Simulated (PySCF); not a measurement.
Excitations are Tamm–Dancoff values on a coarser integration grid. The basis has no diffuse functions, so Rydberg states are missing or too high.

Cartesian coordinates (Å):
SMILES: C=C=[CH][AlH2]
```xyz
9

C     -1.9307     0.4267    -0.3218
C     -0.8221    -0.2557    -0.2956
C      0.3217    -0.8819    -0.2898
Al     1.8929     0.1321    -0.7862
H     -2.5350     0.4759    -1.2206
H     -2.2829     0.9536     0.5578
H      0.3336    -1.9342    -0.0090
H      1.7084     1.6573    -1.1678
H      3.3140    -0.5739    -0.8012
```
Charge 0, multiplicity 1.

Q: Give the dipole moment, total energy, S1 excitation (TDA), HOMO–LUMO gap and S1–T1 gap (TDA) at the level ωB97X-D3(BJ)/def2-TZVP // PBE0-D3(BJ)/def2-TZVP (PySCF 2.14.0).

A: 
dipole moment: 0.55 D
total energy: -9791.02 eV
S1 excitation (TDA): 4.66 eV
HOMO–LUMO gap: 9.79 eV
S1–T1 gap (TDA): 0.29 eV
